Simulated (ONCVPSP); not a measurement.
## What the settings do to the ONCV potential of vanadium (V)

Base potential:

ONCVPSP 4.0.1 input, shortened (lines: element, Z, core and valence counts, functional; n l f; lmax; l rc ep ncon nbas qcut; lloc lpopt rc5 dvloc0; l nproj debl; icmod fcfact rcfact), LDA (Perdew-Wang 92), scalar-relativistic:

```
  V 23.00    4    3  -001012      upf
    1    0    2.00
    2    0    2.00
    2    1    6.00
    3    0    2.00
    3    1    6.00
    3    2    3.00
    4    0    2.00
    2
    0    2.95    0.00    4    8    2.40
    1    1.05    0.00    4    8    6.80
    2    2.25    0.00    4    8    7.70
    4    4    1.05    4.00
    0    2    1.00
    1    2    2.70
    2    2    1.40
    3    3.50    1.45
```

Cutoffs, loose and tight: the cutoffs (Ha) at which the residual kinetic energy of the hardest occupied pseudo-wave falls to 1 and 0.1 mHa per electron. They do not see the model core or the augmentation charge, which bear on the density cutoff. Test errors are all-electron minus pseudo excitation energies from the reference, over the configurations 3p6 3d3 4s1; 3p6 3d3 4s0; 3p6 3d2 4s0; 3p6 3d3 4s1 4p1. A dash means not determined; rows that change the core or the reference have their own tests.

```csv
change,outcome,"cutoff, loose","cutoff, tight",bound ghosts,GHOST(+) flags above zero,largest test error (meV)
base,generated,22 Ha,100 Ha,none,s,+178
"core correction Teter function, fcfact 3.5, rcfact 0.98",generated,22 Ha,100 Ha,none,s,+179
"core correction Teter function, fcfact 3.5, rcfact 1.1",generated,22 Ha,100 Ha,none,s,+179
"core correction Teter function, fcfact 3.5, rcfact 1.16",generated,22 Ha,100 Ha,none,s,+179
"core correction Teter function, fcfact 3.5, rcfact 1.32",generated,22 Ha,100 Ha,none,s,+179
"core correction Teter function, fcfact 3.5, rcfact 1.4",generated,22 Ha,100 Ha,none,s,+178
"core correction Teter function, fcfact 3.5, rcfact 1.6",generated,22 Ha,100 Ha,none,s,+178
"core correction Teter function, fcfact 3.5, rcfact 1.68",generated,22 Ha,100 Ha,none,s,+177
"core correction Teter function, fcfact 3.5, rcfact 1.82",generated,22 Ha,100 Ha,none,s,+175
"core correction Teter function, fcfact 3.5, rcfact 1.9",generated,22 Ha,100 Ha,none,s,+173
"core correction Teter function, fcfact 3.5, rcfact 2.06",generated,22 Ha,100 Ha,none,s,+167
```

Reading the sweep of the rcfact (base included, trends over the rows without a ghost): The loose cutoff stays near 22 Ha. The median size of the test errors (rows with all tests solved) stays near 10.6 meV.
